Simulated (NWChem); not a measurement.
Species: AlSiH4F; SMILES [F][AlH][SiH3]

```xyz
7

Al     0.5336     0.7302    -0.0048
F     -0.6524     1.9071     0.0183
H      2.0237     1.2702     0.0045
Si    -0.1913    -1.6079    -0.0196
H     -0.3545    -2.1026     1.3864
H      0.8289    -2.4783    -0.6868
H     -1.4994    -1.7832    -0.7246
```
Atoms are numbered in this order, from 1.

All runs: NWChem. Pople sets run with spherical d functions. Geometry: optimised at PBE0/def2-SVP. Vzz is the largest principal value of the second derivative of the potential at the nucleus (NWChem prints the opposite sign); η is the asymmetry. Non-relativistic.

```tsv
level	Vzz Al1 (a.u.)	η Al1	relative time
PBE0/6-31G*	0.980	0.30	1
PBE0/def2-TZVP	1.255	0.32	4
B3LYP/def2-TZVP	1.258	0.32	4
B3LYP/def2-SVP	1.031	0.35	1
```

Times are rough ratios from one shared machine.
